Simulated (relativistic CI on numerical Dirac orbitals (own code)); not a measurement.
Crystal-field levels of Dy²⁺, 4f10

Calculated by Dirac-Coulomb-Breit CI, separate exchange-only KLI orbitals for each configuration, a model potential for QED, valence Slater integrals scaled by 0.8, one configuration in a parametric crystal field (own radial code).

Field parameters in Wybourne normalisation; cubic f-shell fields have B⁴₄ = √(5/14) B⁴₀ and B⁶₄ = −√(7/2) B⁶₀. The field is a parameter set, without covalency.

S and J are read from ⟨S²⟩ = S(S + 1) and ⟨J²⟩ = J(J + 1) of each level; they are not fictitious spins.

D3d, B20 = 100, B40 = -240, B43 = -1020, B60 = -80, B63 = 140, B66 = -420 cm⁻¹, the lowest 10 levels:

| E (cm⁻¹) | Degeneracy | Irrep | S | J |
| --- | --- | --- | --- | --- |
| 0.0 | 1 | A1 | 1.94 | 8.00 |
| 9.4 | 2 | E | 1.94 | 8.00 |
| 31.5 | 2 | E | 1.94 | 8.00 |
| 48.9 | 1 | A1 | 1.94 | 8.00 |
| 67.8 | 1 | A2 | 1.94 | 8.00 |
| 87.5 | 2 | E | 1.94 | 8.00 |
| 142 | 2 | E | 1.94 | 8.00 |
| 254 | 1 | A2 | 1.94 | 8.00 |
| 255 | 2 | E | 1.94 | 8.00 |
| 255 | 1 | A1 | 1.94 | 8.00 |

C2v, B20 = -450, B22 = -30, B40 = -450, B42 = -220, B44 = 260, B60 = -460, B62 = -140, B64 = -10, B66 = 270 cm⁻¹, the lowest 10 levels:

| E (cm⁻¹) | Degeneracy | S | J |
| --- | --- | --- | --- |
| 0.0 | 1 | 1.94 | 8.00 |
| 15.7 | 1 | 1.94 | 8.00 |
| 18.6 | 1 | 1.94 | 8.00 |
| 41.9 | 1 | 1.94 | 8.00 |
| 43.8 | 1 | 1.94 | 8.00 |
| 48.7 | 1 | 1.94 | 8.00 |
| 71.3 | 1 | 1.94 | 8.00 |
| 87.7 | 1 | 1.94 | 8.00 |
| 92.4 | 1 | 1.94 | 8.00 |
| 93.3 | 1 | 1.94 | 8.00 |

Oh, B40 = 1010, B60 = 450 cm⁻¹, the lowest 16 levels:

| E (cm⁻¹) | Degeneracy | Irrep | S | J |
| --- | --- | --- | --- | --- |
| 0.0 | 2 | E | 1.94 | 8.00 |
| 17.5 | 3 | T1 | 1.94 | 8.00 |
| 163 | 1 | A1 | 1.94 | 8.00 |
| 255 | 3 | T2 | 1.94 | 8.00 |
| 267 | 3 | T1 | 1.94 | 8.00 |
| 349 | 2 | E | 1.94 | 8.00 |
| 432 | 3 | T2 | 1.94 | 8.00 |
| 4360 | 3 | T2 | 1.98 | 7.00 |
| 4375 | 3 | T1 | 1.97 | 7.00 |
| 4450 | 2 | E | 1.97 | 7.00 |
| 4461 | 3 | T2 | 1.97 | 7.00 |
| 4472 | 1 | A2 | 1.97 | 7.00 |
| 4481 | 3 | T1 | 1.97 | 7.00 |
| 7302 | 2 | E | 1.96 | 6.00 |
| 7310 | 3 | T2 | 1.96 | 6.00 |
| 7381 | 3 | T2 | 1.96 | 6.00 |

D3d, B20 = 980, B40 = -280, B43 = -900, B60 = 410, B63 = -280, B66 = 70 cm⁻¹, the lowest 10 levels:

```
E (cm⁻¹)  Degeneracy  Irrep     S     J
     0.0           2      E  1.94  8.00
    72.5           2      E  1.94  8.00
     110           1     A2  1.94  8.00
     121           1     A1  1.94  8.00
     192           2      E  1.94  8.00
     259           1     A2  1.94  8.00
     269           2      E  1.94  8.00
     275           1     A1  1.94  8.00
     288           2      E  1.94  8.00
     319           2      E  1.94  8.00
```

C2v, B20 = 480, B22 = -210, B40 = 50, B42 = -190, B44 = -80, B60 = -460, B62 = -130, B64 = 60, B66 = 400 cm⁻¹, the lowest 10 levels:

```json
{"E (cm⁻¹)": "0.0", "Degeneracy": "1", "S": "1.94", "J": "8.00"}
{"E (cm⁻¹)": "16.5", "Degeneracy": "1", "S": "1.94", "J": "8.00"}
{"E (cm⁻¹)": "17.4", "Degeneracy": "1", "S": "1.94", "J": "8.00"}
{"E (cm⁻¹)": "58.1", "Degeneracy": "1", "S": "1.94", "J": "8.00"}
{"E (cm⁻¹)": "92.1", "Degeneracy": "1", "S": "1.94", "J": "8.00"}
{"E (cm⁻¹)": "94.5", "Degeneracy": "1", "S": "1.94", "J": "8.00"}
{"E (cm⁻¹)": "101", "Degeneracy": "1", "S": "1.94", "J": "8.00"}
{"E (cm⁻¹)": "122", "Degeneracy": "1", "S": "1.94", "J": "8.00"}
{"E (cm⁻¹)": "130", "Degeneracy": "1", "S": "1.94", "J": "8.00"}
{"E (cm⁻¹)": "141", "Degeneracy": "1", "S": "1.94", "J": "8.00"}
```

The next free-ion level lies 4201 cm⁻¹ above the lowest; the field splits the ground level into components whose J stays near 8 as long as their spread is small against that gap.

Levels of this model without a field, named by their leading LS term (the scale mimics covalency, so terms lie below those of the real free ion): 5I_8 0, 5I_7 4201, 5I_6 7131, 5I_5 9272, 5I_4 10973, 5F_5 14588, 5S_2 16821, 3K_8 16907 cm⁻¹.
